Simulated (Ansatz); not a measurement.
Relaxation of Cl3H4NTi (9 atoms, charge 0, multiplicity 1), to a largest force component of 0.03 eV/Å in at most 50 steps.

Level of theory: RKS PBE/def2-SVP (Ansatz 0.2.0).

```xyz
9
Properties=species:S:1:pos:R:3
Ti -0.050 0.108 0.088
N -0.052 0.098 2.076
H -0.897 -0.060 2.638
H 0.725 0.450 2.646
Cl 2.000 0.317 -0.653
Cl -1.147 1.892 -0.562
Cl -1.203 -1.607 -0.648
H 1.419 -2.200 1.065
H 1.059 -1.809 1.554
```

**Question.** Where does it end, and by what steps?

**Answer.** The run converged. The force dipped under the threshold on the way, but the program's further checks kept it going. After 15 steps the energy has fallen by 0.373 eV; H8 moved furthest, 1.37 Å.

```csv
step,energy less start (eV),largest force component (eV/Å),accepted
0,0.0000,2.103,yes
1,-0.2488,0.732,yes
2,-0.3130,0.140,yes
3,-0.3406,0.064,yes
4,-0.3504,0.077,yes
5,-0.3426,0.648,no
6,-0.3550,0.047,yes
7,-0.3553,0.359,yes
8,-0.3628,0.069,yes
9,-0.3628,0.453,yes
10,-0.3692,0.179,yes
11,-0.3692,0.158,yes
12,-0.3714,0.090,yes
13,-0.3725,0.020,yes
14,-0.3728,0.014,yes
15,-0.3729,0.023,yes
```

```xyz
9
Properties=species:S:1:pos:R:3
Ti -0.256 0.459 -0.084
N -0.001 0.065 1.706
H -0.669 -0.460 2.286
H 0.784 0.412 2.270
Cl 1.735 0.724 -0.964
Cl -1.398 2.338 -0.238
Cl -1.422 -1.190 -0.937
H 1.722 -2.895 2.209
H 1.358 -2.265 1.955
```

Whether the end is a true minimum wasn't checked by a vibrational analysis.

Run time: 31 s on 4 threads of Intel(R) Xeon(R) Platinum 8259CL CPU @ 2.50GHz (Skylake/Cascade Lake), with other jobs on the host, peak memory 0.22 GiB.
